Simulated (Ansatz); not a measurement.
Species: sum formula H8Si3NO (charge 0, doublet). It need not be the lowest isomer of its formula. SMILES: [SiH3][N][SiH2]O[SiH3]
Coordinates optimised at B3LYP-D3(BJ)/def2-TZVP (Ansatz, a quantum-chemistry and plane-wave program):
```xyz
13

Si    -0.0139    -0.5898    -1.3471
N     -1.4777    -0.3168    -0.5129
Si    -2.1068     0.2665     0.9771
O      1.3649    -0.3327    -0.5034
Si     2.0847     0.5237     0.6953
H     -0.0180    -2.0084    -1.7635
H     -0.0425     0.3232    -2.5133
H     -2.3960     1.7054     0.7400
H     -3.3620    -0.4430     1.3127
H     -1.1660     0.1487     2.1201
H      1.2792     1.7265     1.0160
H      3.4308     0.9380     0.2452
H      2.2023    -0.3173     1.9068
```
Charge 0, spin multiplicity 2.

Atomisation energy built up term by term with Ansatz (kcal/mol; UHF references for open shells; valence terms freeze the core; atomic spin-orbit terms are left out). Basis-set limits of correlation are two-point, X^-3; Hartree-Fock from the larger set.

| term | basis | kcal/mol |
|---|---|---|
| Hartree-Fock | cc-pV(Q+d)Z | 750.19 |
| CCSD correlation | CBS(cc-pV(T+d)Z,cc-pV(Q+d)Z) | 244.83 |
| (T) | CBS(cc-pV(T+d)Z,cc-pV(Q+d)Z) | 11.65 |
| core correlation | cc-pwCVTZ | 0.37 |
| scalar relativity (X2C) | cc-pVTZ-DK against cc-pVTZ | -2.73 |
| sum: De |  | 1004.3 |

(T) makes 1.2 % of the CCSD(T) atomisation energy; under 5 % is typical of single-reference molecules.
